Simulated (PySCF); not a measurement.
C3H5O (SMILES [CH2-]C(C)=O), charge -1, singlet, geometry from GFN2-xTB (in this run its highest filled SCF level lies above zero, so its values depend strongly on the basis, on diffuse functions most of all); B3LYP/STO-3G (PySCF).

Here is a job for PySCF.
```python
from pyscf import gto, scf, dft

mol = gto.M(
    atom='''
O    -0.67653394    0.12080852    1.21849510
C    -0.06126888    0.12894007    0.10847307
C     0.32612189    1.21183915   -0.61146032
C     0.29018244   -1.25671085   -0.49963221
H     0.90307626   -1.82217287    0.20553908
H     0.12514782    2.21732524   -0.26908379
H     0.85011731    1.12295012   -1.55489426
H     0.83013761   -1.16372880   -1.44247163
H    -0.62642017   -1.82525203   -0.67133345
''',
    basis='sto-3g',
    charge=-1,
    verbose=4,
)

mf = dft.RKS(mol)
mf.xc = 'b3lyp'
mf.grids.atom_grid = (99, 590)
mf.grids.prune = None
mf.kernel()
```

Task: Write the output that PySCF gives for this input, abridged.

Result: 
```
PySCF version 2.14.0

[INPUT] verbose = 4
[INPUT] num. atoms = 9
[INPUT] num. electrons = 32
[INPUT] charge = -1
[INPUT] spin (= nelec alpha-beta = 2S) = 0
[INPUT] symmetry False subgroup None
[INPUT] Mole.unit = angstrom
[INPUT] Symbol           X                Y                Z      unit          X                Y                Z       unit  Magmom
[INPUT]  1 O     -0.676533940000   0.120808520000   1.218495100000 AA   -1.278463860573   0.228295016314   2.302622023125 Bohr   0.0
[INPUT]  2 C     -0.061268880000   0.128940070000   0.108473070000 AA   -0.115781403159   0.243661418782   0.204984394191 Bohr   0.0
[INPUT]  3 C      0.326121890000   1.211839150000  -0.611460320000 AA    0.616281055326   2.290044100526  -1.155492540839 Bohr   0.0
[INPUT]  4 C      0.290182440000  -1.256710850000  -0.499632210000 AA    0.548365337758  -2.374839324269  -0.944168039911 Bohr   0.0
[INPUT]  5 H      0.903076260000  -1.822172870000   0.205539080000 AA    1.706566800997  -3.443407675913   0.388412569095 Bohr   0.0
[INPUT]  6 H      0.125147820000   2.217325240000  -0.269083790000 AA    0.236495104886   4.190137432685  -0.508494667660 Bohr   0.0
[INPUT]  7 H      0.850117310000   1.122950120000  -1.554894260000 AA    1.606488889652   2.122068178347  -2.938324304058 Bohr   0.0
[INPUT]  8 H      0.830137610000  -1.163728800000  -1.442471630000 AA    1.568732728601  -2.199128715269  -2.725876323155 Bohr   0.0
[INPUT]  9 H     -0.626420170000  -1.825252030000  -0.671333450000 AA   -1.183762560203  -3.449226445006  -1.268636358759 Bohr   0.0

nuclear repulsion = 112.00373508847
number of shells = 17
number of NR pGTOs = 75
number of NR cGTOs = 25
basis = sto-3g
ecp = {}

******** <class 'pyscf.dft.rks.RKS'> ********
method = RKS
initial guess = minao
damping factor = 0
level_shift factor = 0
DIIS = <class 'pyscf.scf.diis.CDIIS'>
diis_start_cycle = 1
diis_space = 8
diis_damp = 0
SCF conv_tol = 1e-09
SCF conv_tol_grad = None
SCF max_cycles = 50
direct_scf = True
direct_scf_tol = 1e-13
XC library pyscf.dft.libxc version 7.1.2
    S. Lehtola, C. Steigemann, M. J. T. Oliveira, and M. A. L. Marques,  SoftwareX 7, 1–5 (2018)
XC functionals = b3lyp
    P. J. Stephens, F. J. Devlin, C. F. Chabalowski, and M. J. Frisch,  J. Phys. Chem. 98, 11623 (1994)
radial grids:
    Treutler-Ahlrichs [JCP 102, 346 (1995); DOI:10.1063/1.469408] (M4) radial grids

becke partition: Becke, JCP 88, 2547 (1988); DOI:10.1063/1.454033
pruning grids: None
grids dens level: 3
symmetrized grids: False
atomic radii adjust function: <function treutler_atomic_radii_adjust>
User specified grid scheme (99, 590)
small_rho_cutoff = 0
Set gradient conv threshold to 3.16228e-05
Initial guess from minao.
tot grids = 525696
init E= -190.391044830244
  HOMO = -0.20735753404877  LUMO = 0.0544333939569535  gap/eV = 7.12369
cycle= 1 E= -189.734579747343  delta_E= 0.656  |g|= 0.614  |ddm|= 3.86
  HOMO = 0.44407491422478  LUMO = 0.585145936339123  gap/eV = 3.83874
cycle= 2 E= -189.022703125277  delta_E= 0.712  |g|= 1.77  |ddm|= 3.06
  HOMO = 0.28178343458734  LUMO = 0.517125421332762  gap/eV = 6.40398
cycle= 3 E= -189.886998494577  delta_E= -0.864  |g|= 0.168  |ddm|= 2.19
  HOMO = 0.23816655711304  LUMO = 0.490871759966019  gap/eV = 6.87646
cycle= 4 E= -189.891993834521  delta_E= -0.005  |g|= 0.107  |ddm|= 0.339
  HOMO = 0.2287963544044  LUMO = 0.482586062829246  gap/eV = 6.90597
cycle= 5 E= -189.896038572917  delta_E= -0.00404  |g|= 0.0157  |ddm|= 0.168
  HOMO = 0.228465877151419  LUMO = 0.484328243428762  gap/eV = 6.96237
cycle= 6 E= -189.896111636916  delta_E= -7.31e-05  |g|= 0.00333  |ddm|= 0.0234
  HOMO = 0.22877872807495  LUMO = 0.484689001059723  gap/eV = 6.96367
cycle= 7 E= -189.896115021734  delta_E= -3.38e-06  |g|= 0.000641  |ddm|= 0.00444
  HOMO = 0.228702546623752  LUMO = 0.484569374596678  gap/eV = 6.96249
cycle= 8 E= -189.896115172154  delta_E= -1.5e-07  |g|= 4.19e-05  |ddm|= 0.00108
  HOMO = 0.228710311038025  LUMO = 0.484570222354213  gap/eV = 6.96230
cycle= 9 E= -189.896115172662  delta_E= -5.08e-10  |g|= 9.02e-06  |ddm|= 5.18e-05
  HOMO = 0.228712571605509  LUMO = 0.484570411584764  gap/eV = 6.96225
Extra cycle  E= -189.896115172588  delta_E= 7.45e-11  |g|= 1.79e-05  |ddm|= 3.5e-05
converged SCF energy = -189.896115172588
```
